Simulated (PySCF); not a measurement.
# Ir⁺: ionisation energy

Ir⁺ [Xe] 4f14 5d7 6s1 (5F) → Ir²⁺ [Xe] 4f14 5d7 (4F), as a difference of total energies. Calculation: PySCF 2.14, in def2-QZVPPD with the def2 core potential (60 electrons); scalar relativity through the core potential. Correlated levels: valence: 5s2 5p6 frozen. The calculations carry no spin-orbit coupling.

```csv
method,ionisation energy (eV)
UHF,16.337
MP2 (valence),17.349
SCS-MP2 (valence),17.030
CCSD (valence),17.244
CCSD(T) (valence),17.293
```

Question: How much does correlation contribute at CCSD(T) (valence)?

Answer: 17.293 − (16.337) = 0.956 eV, measured against UHF.

The reference lies between the lowest fine-structure levels, while these numbers refer to the centres of the terms.

Errors of the correlated levels include the incompleteness of this basis and the frozen core.

For comparison: 17 ± 0.3 eV (semi-empirical (NIST evaluation); NIST Atomic Spectra Database, ionization energies).
